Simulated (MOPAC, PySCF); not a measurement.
C$_{2}$H$_{4}$N$_{2}$, SMILES `CN=C=N`, neutral singlet in the gas phase. 

Cartesian coordinates (Å):
```xyz
8

C     -1.1940     0.0692    -0.6652
N      0.1523    -0.4646    -0.6814
C      1.1025    -0.1437    -0.0012
N      2.1644     0.1969     0.5128
H     -1.8933    -0.7246    -0.3948
H     -1.4514     0.4084    -1.6703
H     -1.3103     0.9022     0.0330
H      2.4298    -0.2437     1.3857
```
Charge 0, multiplicity 1.

All levels are single points at this geometry (r2SCAN-D4/def2-TZVP); Pople sets use spherical d functions. Orbital energies aren't observables, and empty levels follow the basis.

B3LYP/6-31G* in PySCF gives HOMO (eV) = -7.08.

**Question.** Estimate the HOMO (eV) from each of these levels: r2SCAN-D4/def2-TZVP in PySCF; B3LYP/3-21G in PySCF; BP86/6-31G* in PySCF; M06-2X/6-31G* in PySCF; SVWN5/6-31G* in PySCF; HF/3-21G in PySCF; HF/6-31G* in PySCF; HF/STO-3G in PySCF; AM1 in MOPAC; PM3 in MOPAC; PM6 in MOPAC; PM7 in MOPAC.

**Answer.** 
```csv
level,HOMO (eV)
r2SCAN-D4/def2-TZVP in PySCF,-6.61
B3LYP/3-21G in PySCF,-6.70
BP86/6-31G* in PySCF,-6.08
M06-2X/6-31G* in PySCF,-8.67
SVWN5/6-31G* in PySCF,-6.08
HF/3-21G in PySCF,-10.30
HF/6-31G* in PySCF,-10.69
HF/STO-3G in PySCF,-8.29
AM1 in MOPAC,-10.25
PM3 in MOPAC,-9.71
PM6 in MOPAC,-10.08
PM7 in MOPAC,-10.28
```
